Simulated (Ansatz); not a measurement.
Ansatz (a first-principles code) input (RI-MP2/def2-QZVPPD):
A basis named .json is the Basis Set Exchange file of that set.

Ansatz 0.2 input:
```yaml
crystal:
  periodic: [false, false, false]
  atoms:
    - {symbol: Ba, position_ang: [-0.01060137, 0.50276458, 0.12137069]}
    - {symbol: Cl, position_ang: [1.80171731, -0.38564381, -1.87680956]}
    - {symbol: Cl, position_ang: [-1.76679514, -1.27052188, 1.47700023]}
basis:
  gaussian:
    orbitals: def2-QZVPPD.json
    fitting: {mean_field: def2-universal-jkfit, correlation: def2-QZVPPD-RIFIT.json}
total_charge: -1
magnetization: {spin_polarized: true, initial_magnetization: 1}
correlation: {method: mp2, electrons: outside_noble_gas}
```

Output:

```
Functional definition: HF
integrals: 0.18 GiB planned
386 factors; integrals over basis functions are off by at most 1.5e0 eV
550 factors; integrals over basis functions are off by at most 7.5e-1 eV
mean field: 0.65 GiB planned
mean field evaluation 1: about -25697.4982 eV, gradient 6.0e0 eV
mean field evaluation 2: about -25698.1174 eV, gradient 2.5e0 eV
mean field evaluation 4: about -25698.2733 eV, gradient 5.2e-1 eV
mean field evaluation 8: about -25698.2981 eV, gradient 2.7e-6 eV
mean field evaluation 16: about -25698.1739 eV, gradient 1.4e0 eV
mean field evaluation 32: about -25698.2959 eV, gradient 1.9e-1 eV
mean field -25698.29811949 eV, -944.3950369592 hartree, gradient 2.7e-6 eV, S^2 0.750270; 7 other end points of the search recorded, 0 dependent functions left out
14 core orbitals not correlated, not the lowest: weight in the atoms' cores, before any rotation towards them, 0.842 or more for the frozen orbitals, at most 0.147 for the correlated occupied ones
reference -25698.29811949 eV, -944.3950369592 hartree; 9, 8 occupied and 195, 196 virtual orbitals, 550 factors
second order -12.26751661 eV of doubles, -0.00000000 eV of singles
Total energy: -25710.56563610 eV, -944.8458598793 hartree
```
